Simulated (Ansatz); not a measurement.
Ideal-gas functions of CH₅NOSi, SMILES `O[SiH]1CN1` at 298.15 K and 1 bar, from an Ansatz frequency run at PBE0-D4/def2-TZVP.

Molar mass 75.14 g/mol, point group C1 (symmetry number 1), electronic degeneracy 1, moments of inertia 34.135, 112.536, 116.738 u Å². Harmonic wavenumbers (cm⁻¹, unscaled): 229, 263, 358, 440, 610, 709, 747, 773, 819, 880, 938, 1004, 1062, 1115, 1215, 1469, 2289, 3079, 3149, 3638, 3908.

Use S(trans) = R[1.5 ln M + 2.5 ln T − 1.1517]; rotational temperatures θ = 24.2544 K / I; S(rot) = R[ln(√π/σ · √(T³/θAθBθC)) + 1.5]; for each mode x = 1.438777 ν̃/T, S = R[x/(eˣ − 1) − ln(1 − e⁻ˣ)] and H = RT x/(eˣ − 1); 1 cm⁻¹ = 0.0119627 kJ/mol; R = 8.31446 J/(mol·K).

By hand: the entropy, in J/(mol·K).

Translation 162.7. Rotation: θ = 0.7105, 0.2155, 0.2078 K, giving 102.6. Vibration, mode by mode: 7.89, 6.87, 4.73, 3.46, 1.81, 1.24, 1.07, 0.96, 0.80, 0.63, 0.50, 0.39, 0.30, 0.25, 0.16, 0.06, 0.00, 0.00, 0.00, 0.00, 0.00, in all 31.1. Electronic 0.0. Sum 296.4 J/(mol·K).

By hand: H − E and G − E in kJ/mol, counted from the electronic energy.

Zero-point energy ½ × 28694 × 0.0119627 = 171.6; thermal vibration 6.2; translation, rotation and pV give 4 RT = 9.9. H − E = 187.7 kJ/mol, and G − E = 187.7 − 298.15 × 296.4/1000 = 99.3 kJ/mol.

Vibration gives 10 % of the entropy. The sum counts one conformer and one mirror image; others add a mixing term.
